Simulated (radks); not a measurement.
Values are calculated unless marked as measured or tabulated.
Numerical settings for neutral cadmium, [Kr] 4d10 5s2. Level of theory: Dirac Kohn-Sham, BLYP, spin-unpolarised, spherical densities, point nucleus (a radial shooting solver on a logarithmic mesh with Libxc functionals). The defaults (mesh step 0.008 in ln r, mesh end at 40 bohr or more with all orbitals vanishing there, Anderson mixing 0.5 over 9 steps, residual threshold near 1e-9 with the energy settled to 1e-9 hartree or 1e-11 of itself, here a cap of 75 iterations) give E = -5596.6347 hartree and 5s1/2 at -5.650 eV in 15 iterations. Run on one thread of a shared host, so times are rough (Arm Neoverse V1): 0.14 s of CPU time, 0.14 s wall, 15 iterations on 2725 mesh points. Changes against that run (0 stands for a change within the tolerance of the run):

setting,iterations,converged,E (mhartree),e(5s1/2) (meV),CPU (s)
mesh step in ln r 0.2,2,no,diverged,-,0.02
mesh step in ln r 0.12,2,no,diverged,-,0.03
mesh step in ln r 0.02,15,yes,0,0,0.07
mesh end (bohr) 3,13,level above zero,+1.63e+03,+2.22e+04,0.1
mesh end (bohr) 1,13,level above zero,+2.34e+05,+1.13e+06,0.14
residual threshold 0.001,10,yes,0,+1.05,0.11
residual threshold 0.1,10,yes,0,+1.05,0.11
mixing 1,12,yes,0,0,0.12
"linear mixing, mixing 0.5",30,yes,0,0,0.22
"linear mixing, mixing 0.8",75,no,+1.13e+04,-1.14e+05,1.4
mixing history 20,20,yes,0,0,0.18
iteration cap 2,2,no,+129,-6.49e+03,0.03

Settled on a wrong energy, with an occupied level pushed above zero by the early mesh end: mesh end (bohr) 3 (+1.63 hartree); mesh end (bohr) 1 (+234 hartree). Apart from these: no run marked as converged misses the energy by more than 1 mhartree. A mesh that ends early acts as a hard wall.
